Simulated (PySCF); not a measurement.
PySCF input for CH13NSi4, SMILES [SiH3]NC[SiH2][SiH2][SiH3], TDA-M06-2X/def2-SVPD. The structure is a stationary point at PBE0-D3(BJ)/def2-SVP. This is a generated structure with no PubChem entry under its InChIKey; it may be hypothetical. One conformer was computed; it need not be the lowest.

```python
import numpy as np
from pyscf import gto, scf, dft, tdscf

mol = gto.M(
    atom='''
    Si   -3.71365348   -0.20499778    0.62193385
    N    -2.38025478    0.38826541   -0.31069331
    C    -1.01383312    0.48323801    0.16363740
    Si    0.07989197   -0.96616476   -0.42263344
    Si    2.30100375   -0.69914203    0.29254576
    Si    3.07283537    1.39342984   -0.43373287
    H    -4.93393209   -0.03701685   -0.22105164
    H    -3.61028328   -1.64753447    1.02671197
    H    -3.83136403    0.58463442    1.88778646
    H    -2.47519960    0.41233045   -1.31956848
    H    -0.54842144    1.44258574   -0.13296315
    H    -1.00820699    0.49510835    1.26771488
    H    -0.49798805   -2.25847538    0.06265004
    H     0.06349507   -0.98827616   -1.92176367
    H     3.17932849   -1.78009926   -0.25739974
    H     2.36919209   -0.75247145    1.78875902
    H     4.49414043    1.63735798   -0.03914320
    H     2.96311875    1.48054608   -1.92334000
    H     2.21981610    2.47027091    0.16104987
    ''',
    basis='def2-SVPD',
    charge=0,
    spin=0,
    max_memory=1600,
    verbose=4,
)
mf = dft.RKS(mol, xc='m06-2x').density_fit(auxbasis='def2-universal-jkfit')
mf.grids.level = 4
mf.conv_tol = 1e-9
mf.max_cycle = 100
mf.kernel()
mf.grids = dft.Grids(mol).set(level=2).build(with_non0tab=True)  # coarser grid for the response kernel
td = tdscf.TDA(mf)
td.singlet = True
td.nstates = 6
td.conv_tol = 1e-4
td.positive_eig_threshold = 1e-6
td.kernel(x0=td.get_init_guess(mf, 11))
td.analyze()
tt = tdscf.TDA(mf)
tt.singlet = False
tt.nstates = 2
tt.conv_tol = 1e-4
tt.positive_eig_threshold = 1e-6
tt.kernel(x0=tt.get_init_guess(mf, 7))
tt.analyze(verbose=3)
```

Output:

```
PySCF version 2.14.0

[INPUT] verbose = 4
[INPUT] num. atoms = 19
[INPUT] num. electrons = 82
[INPUT] charge = 0
[INPUT] spin (= nelec alpha-beta = 2S) = 0
[INPUT] symmetry False subgroup None
[INPUT] Mole.unit = angstrom
[INPUT] Symbol           X                Y                Z      unit          X                Y                Z       unit  Magmom
[INPUT]  1 Si    -3.713653480000  -0.204997780000   0.621933850000 AA   -7.017787998738  -0.387389660344   1.175284644096 Bohr   0.0
[INPUT]  2 N     -2.380254780000   0.388265410000  -0.310693310000 AA   -4.498029640887   0.733715288542  -0.587125264635 Bohr   0.0
[INPUT]  3 C     -1.013833120000   0.483238010000   0.163637400000 AA   -1.915866932813   0.913187491880   0.309229869736 Bohr   0.0
[INPUT]  4 Si     0.079891970000  -0.966164760000  -0.422633440000 AA    0.150973942852  -1.825786787606  -0.798661452683 Bohr   0.0
[INPUT]  5 Si     2.301003750000  -0.699142030000   0.292545760000 AA    4.348266899097  -1.321186958872   0.552831365303 Bohr   0.0
[INPUT]  6 Si     3.072835370000   1.393429840000  -0.433732870000 AA    5.806817275177   2.633200771397  -0.819636335522 Bohr   0.0
[INPUT]  7 H     -4.933932090000  -0.037016850000  -0.221051640000 AA   -9.323780367303  -0.069951708494  -0.417727058986 Bohr   0.0
[INPUT]  8 H     -3.610283280000  -1.647534470000   1.026711970000 AA   -6.822446631296  -3.113388929080   1.940204432113 Bohr   0.0
[INPUT]  9 H     -3.831364030000   0.584634420000   1.887786460000 AA   -7.240228700210   1.104798936794   3.567399391062 Bohr   0.0
[INPUT] 10 H     -2.475199600000   0.412330450000  -1.319568480000 AA   -4.677449347633   0.779191623319  -2.493623029809 Bohr   0.0
[INPUT] 11 H     -0.548421440000   1.442585740000  -0.132963150000 AA   -1.036366322440   2.726091959803  -0.251263938159 Bohr   0.0
[INPUT] 12 H     -1.008206990000   0.495108350000   1.267714880000 AA   -1.905235087972   0.935619183485   2.395633927236 Bohr   0.0
[INPUT] 13 H     -0.497988050000  -2.258475380000   0.062650040000 AA   -0.941061027806  -4.267899927273   0.118391417293 Bohr   0.0
[INPUT] 14 H      0.063495070000  -0.988276160000  -1.921763670000 AA    0.119988292560  -1.867571277837  -3.631607012439 Bohr   0.0
[INPUT] 15 H      3.179328490000  -1.780099260000  -0.257399740000 AA    6.008060106127  -3.363900075941  -0.486415013134 Bohr   0.0
[INPUT] 16 H      2.369192090000  -0.752471450000   1.788759020000 AA    4.477124186586  -1.421964957054   3.380264650645 Bohr   0.0
[INPUT] 17 H      4.494140430000   1.637357980000  -0.039143200000 AA    8.492694578035   3.094158150071  -0.073969927639 Bohr   0.0
[INPUT] 18 H      2.963118750000   1.480546080000  -1.923340000000 AA    5.599482912064   2.797826605998  -3.634585844421 Bohr   0.0
[INPUT] 19 H      2.219816100000   2.470270910000   0.161049870000 AA    4.194844475900   4.668135473380   0.304340146697 Bohr   0.0

nuclear repulsion = 487.32382108611
number of shells = 108
number of NR pGTOs = 358
number of NR cGTOs = 240
basis = def2-SVPD
ecp = {}


******** <class 'pyscf.df.df_jk.DFRKS'> ********
method = DFRKS
initial guess = minao
damping factor = 0
level_shift factor = 0
DIIS = <class 'pyscf.scf.diis.CDIIS'>
diis_start_cycle = 1
diis_space = 8
diis_damp = 0
SCF conv_tol = 1e-09
SCF conv_tol_grad = None
SCF max_cycles = 100
direct_scf = False
XC library pyscf.dft.libxc version 7.1.2
    S. Lehtola, C. Steigemann, M. J. T. Oliveira, and M. A. L. Marques,  SoftwareX 7, 1–5 (2018)
XC functionals = m06-2x
    Y. Zhao and D. G. Truhlar,  Theor. Chem. Acc. 120, 215 (2008)
    Y. Zhao and D. G. Truhlar,  Theor. Chem. Acc. 120, 215 (2008)
radial grids:
    Treutler-Ahlrichs [JCP 102, 346 (1995); DOI:10.1063/1.469408] (M4) radial grids

becke partition: Becke, JCP 88, 2547 (1988); DOI:10.1063/1.454033
pruning grids: <function nwchem_prune>
grids dens level: 4
symmetrized grids: False
atomic radii adjust function: <function treutler_atomic_radii_adjust>
small_rho_cutoff = 0
Set gradient conv threshold to 3.16228e-05
Initial guess from minao.
tot grids = 376360
******** <class 'pyscf.df.df.DF'> ********
auxbasis = def2-universal-jkfit
init E= -1258.0230463092
  HOMO = -0.252516281125161  LUMO = -0.0281193601620178  gap/eV = 6.10615
cycle= 1 E= -1258.05574162425  delta_E= -0.0327  |g|= 0.295  |ddm|=  4.8
  HOMO = -0.256403801559725  LUMO = 0.000853949929403353  gap/eV = 7.00034
cycle= 2 E= -1258.06882594029  delta_E= -0.0131  |g|= 0.259  |ddm|= 0.817
  HOMO = -0.293323601882646  LUMO = 0.00794271955291492  gap/eV = 8.19787
cycle= 3 E= -1258.0837102796  delta_E= -0.0149  |g|= 0.0646  |ddm|= 0.43
  HOMO = -0.281995692253598  LUMO = 0.0116847660348545  gap/eV = 7.99145
cycle= 4 E= -1258.08475543231  delta_E= -0.00105  |g|= 0.0116  |ddm|= 0.129
  HOMO = -0.284125353286214  LUMO = 0.0104469029475198  gap/eV = 8.01572
cycle= 5 E= -1258.08480519149  delta_E= -4.98e-05  |g|= 0.00241  |ddm|= 0.0359
  HOMO = -0.283895363086967  LUMO = 0.01073571699916  gap/eV = 8.01732
cycle= 6 E= -1258.08480769652  delta_E= -2.51e-06  |g|= 0.000601  |ddm|= 0.00944
  HOMO = -0.28392285033115  LUMO = 0.010689500489979  gap/eV = 8.01681
cycle= 7 E= -1258.08480786096  delta_E= -1.64e-07  |g|= 0.000182  |ddm|= 0.00224
  HOMO = -0.283913341307695  LUMO = 0.0106974993708104  gap/eV = 8.01677
cycle= 8 E= -1258.08480787348  delta_E= -1.25e-08  |g|= 5.72e-05  |ddm|= 0.000554
  HOMO = -0.28391720421744  LUMO = 0.0106973240403891  gap/eV = 8.01687
cycle= 9 E= -1258.08480787459  delta_E= -1.11e-09  |g|= 1.94e-05  |ddm|= 0.000161
  HOMO = -0.283916471287473  LUMO = 0.0106972705239592  gap/eV = 8.01685
cycle= 10 E= -1258.0848078747  delta_E= -1.15e-10  |g|= 2.74e-06  |ddm|= 4.02e-05
  HOMO = -0.283916760579237  LUMO = 0.0106972321014189  gap/eV = 8.01686
Extra cycle  E= -1258.08480787471  delta_E= -7.5e-12  |g|= 2.03e-06  |ddm|= 1.31e-05
converged SCF energy = -1258.08480787471
tot grids = 139744
Overwritten attributes  positive_eig_threshold  of <class 'pyscf.tdscf.rks.TDA'>


******** <class 'pyscf.tdscf.rks.TDA'> for <class 'pyscf.df.df_jk.DFRKS'> ********
nstates = 6 singlet
deg_eia_thresh = 1.000e-03
wfnsym = None
conv_tol = 0.0001
eigh lindep = 1e-12
eigh level_shift = 0
eigh max_cycle = 100


Excitation energies (eV)
[5.43247304 6.04892137 6.25845889 6.3367503  6.68402791 6.72784855]

** Singlet excitation energies and oscillator strengths **
Excited State   1:      5.43247 eV    228.23 nm  f=0.0014
      41 -> 42       -0.58954
      41 -> 43        0.22374
      41 -> 46       -0.22000
Excited State   2:      6.04892 eV    204.97 nm  f=0.0513
      41 -> 42       -0.28936
      41 -> 43       -0.44667
      41 -> 44        0.12225
      41 -> 45        0.20670
      41 -> 46        0.23943
      41 -> 47        0.10153
      41 -> 48       -0.14521
      41 -> 50        0.10339
Excited State   3:      6.25846 eV    198.11 nm  f=0.0325
      40 -> 45       -0.20800
      41 -> 42        0.10797
      41 -> 43        0.14066
      41 -> 44        0.10344
      41 -> 45        0.57382
      41 -> 46       -0.18820
      41 -> 49        0.12485
Excited State   4:      6.33675 eV    195.66 nm  f=0.0375
      41 -> 42       -0.15088
      41 -> 43        0.13014
      41 -> 44       -0.45476
      41 -> 45        0.11961
      41 -> 46        0.28703
      41 -> 47       -0.17410
      41 -> 48       -0.11795
      41 -> 50       -0.15160
      41 -> 51       -0.21471
Excited State   5:      6.68403 eV    185.49 nm  f=0.0243
      40 -> 42        0.44090
      40 -> 45       -0.22723
      40 -> 46       -0.15349
      41 -> 44       -0.14840
      41 -> 46       -0.11586
      41 -> 47        0.22397
      41 -> 48        0.21729
      41 -> 49       -0.10397
      41 -> 50       -0.13919
Excited State   6:      6.72785 eV    184.29 nm  f=0.1433
      40 -> 42       -0.25308
      40 -> 44        0.10726
      40 -> 45        0.14911
      40 -> 46        0.11147
      41 -> 43       -0.22499
      41 -> 44       -0.35782
      41 -> 45        0.10545
      41 -> 46       -0.28832
      41 -> 47        0.23346
      41 -> 50       -0.14238

** Transition electric dipole moments (AU) **
state          X           Y           Z        Dip. S.      Osc.
  1         0.0270      0.0700      0.0704      0.0106      0.0014
  2        -0.4444      0.3798      0.0677      0.3463      0.0513
  3        -0.4405     -0.0630      0.1183      0.2120      0.0325
  4         0.3551      0.3394      0.0233      0.2418      0.0375
  5         0.3035      0.2370      0.0020      0.1483      0.0243
  6        -0.9270      0.0646      0.0780      0.8695      0.1433

** Transition velocity dipole moments (imaginary part, AU) **
state          X           Y           Z        Dip. S.      Osc.
  1         0.0052     -0.0090     -0.0010      0.0001      0.0004
  2        -0.0902      0.0689      0.0180      0.0132      0.0396
  3        -0.0795     -0.0083      0.0156      0.0066      0.0192
  4         0.0692      0.0538      0.0049      0.0077      0.0221
  5         0.0433      0.0196     -0.0099      0.0024      0.0064
  6        -0.1813      0.0133      0.0307      0.0340      0.0917

** Transition magnetic dipole moments (imaginary part, AU) **
state          X           Y           Z
  1         0.4588      0.2042     -0.0663
  2        -0.3008     -0.0992      0.3095
  3         0.3159      0.0094      0.0660
  4         0.2291     -0.0906     -0.4502
  5         0.0144     -0.1640     -0.7004
  6        -0.1415     -0.1720      0.5374


******** <class 'pyscf.tdscf.rks.TDA'> for <class 'pyscf.df.df_jk.DFRKS'> ********
nstates = 2 triplet
deg_eia_thresh = 1.000e-03
wfnsym = None
conv_tol = 0.0001
eigh lindep = 1e-12
eigh level_shift = 0
eigh max_cycle = 100


Excitation energies (eV)
[5.18580419 5.62606209]

** Triplet excitation energies and oscillator strengths **
Excited State   1:      5.18580 eV    239.08 nm  f=0.0000
Excited State   2:      5.62606 eV    220.37 nm  f=0.0000
```

The calculation finished and met its thresholds.
